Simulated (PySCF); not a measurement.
## The second ionisation energy along the third row

Calculated with PySCF 2.14 from differences of total energies of unrestricted determinants, without spin-orbit coupling. Values in eV. The last column holds reference values (NIST; (s) semi-empirical, (t) theoretical, else measured). Unmarked ones compare directly (S terms, centres of terms, or small fine structure); those marked * lie between the lowest fine-structure levels and include a spin-orbit shift.

```tsv
element	configurations	UHF	MP2 (valence)	SCS-MP2 (valence)	CCSD (valence)	CCSD(T) (valence)	reference
Mg (def2-SVP, non-relativistic)	[Ne] 3s1 → [Ne]	14.607	n/a	n/a	n/a	n/a	15.035
Al (def2-SVP, non-relativistic)	[Ne] 3s2 → [Ne] 3s1	17.481	18.173	18.312	18.519	18.519	18.829
Si (def2-SVP, non-relativistic)	[Ne] 3s2 3p1 → [Ne] 3s2	15.803	15.963	15.944	16.058	16.076	16.322
P (def2-SVP, non-relativistic)	[Ne] 3s2 3p2 → [Ne] 3s2 3p1	19.190	19.471	19.393	19.486	19.494	19.769 (s) *
S (def2-SVP, non-relativistic)	[Ne] 3s2 3p3 → [Ne] 3s2 3p2	22.811	23.201	23.050	23.114	23.115	23.338 *
Cl (def2-SVP, non-relativistic)	[Ne] 3s2 3p4 → [Ne] 3s2 3p3	22.733	23.179	23.213	23.180	23.185	23.771
Ar (def2-SVP, non-relativistic)	[Ne] 3s2 3p5 → [Ne] 3s2 3p4	26.666	27.317	27.290	27.253	27.252	27.630 *
```

Q: Which of these methods has the smallest mean absolute error against the measured values here?

A: CCSD(T) (valence), with 0.380 eV.

| method | elements | mean error (eV) | mean absolute error (eV) | largest error (eV) |
| --- | --- | --- | --- | --- |
| UHF | 4 | -0.833 | 0.833 | -1.348 |
| MP2 (valence) | 3 | -0.536 | 0.536 | -0.655 |
| SCS-MP2 (valence) | 3 | -0.484 | 0.484 | -0.558 |
| CCSD (valence) | 3 | -0.388 | 0.388 | -0.591 |
| CCSD(T) (valence) | 3 | -0.380 | 0.380 | -0.586 |

Errors include the incompleteness of the basis and the frozen core.

"Valence" correlates the outer s and p shells and, in groups 3 to 12 and the f block, the outer d or f shell, open or full, or the next shell where the ion has no valence electron left; the wider scheme adds the next inner shell.
